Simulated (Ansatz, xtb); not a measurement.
Isomers of C3H4ClFSi in order of energy

4 gas-phase structures of C3H4ClFSi, from a drawn sample of its isomers (lower ones may exist). Each was relaxed with GFN2-xTB:

A. `CC#C[Si@H](F)Cl`, a singlet
B. `F[Si@@H]1C=C[C@H]1Cl`, a singlet
C. `F[Si@@H]1C=C[C@@H]1Cl`, a singlet
D. `FCC#C[SiH2]Cl`, a singlet

Q: Estimate their order in r2SCAN-D4/def2-SVP energy at these geometries, lowest first.

A: Calculated order at r2SCAN-D4/def2-SVP: A (0.0), B (30.4), C (31.5), D (55.5) kcal/mol.

Energies above the lowest of each column, in kcal/mol; the last columns are at PBE-D3(BJ)/def2-SVP geometries and were run for some of them only (a dash: not run or not comparable):

```
structure  GFN2-xTB  HF/STO-3G  r2SCAN-D4/def2-SVP  PBE-D3(BJ)/def2-SVP  CCSD(T)/def2-SVP + ΔMP2/def2-TZVPP
        A       0.0        0.0                 0.0                  0.0                                 0.0
        B      34.4       30.0                30.4                 24.6                                31.3
        C      35.6       30.9                31.5                 26.2                                32.6
        D      43.1       24.0                55.5                    –                                   –
```

Every level run on A puts it lowest or level with the lowest. Frequencies (GFN2-xTB) were run for A, B, C alone. ΔMP2 is the change of the MP2 energy from the smaller to the larger basis.

Over these structures GFN2-xTB departs from r2SCAN-D4/def2-SVP by 5.7 kcal/mol on average once a common shift is removed. A GFN2-xTB relaxation took about 0.14 s and the r2SCAN-D4/def2-SVP energy about 2.7 s on a shared host (Ansatz 0.2.0, xtb 6.7.1).
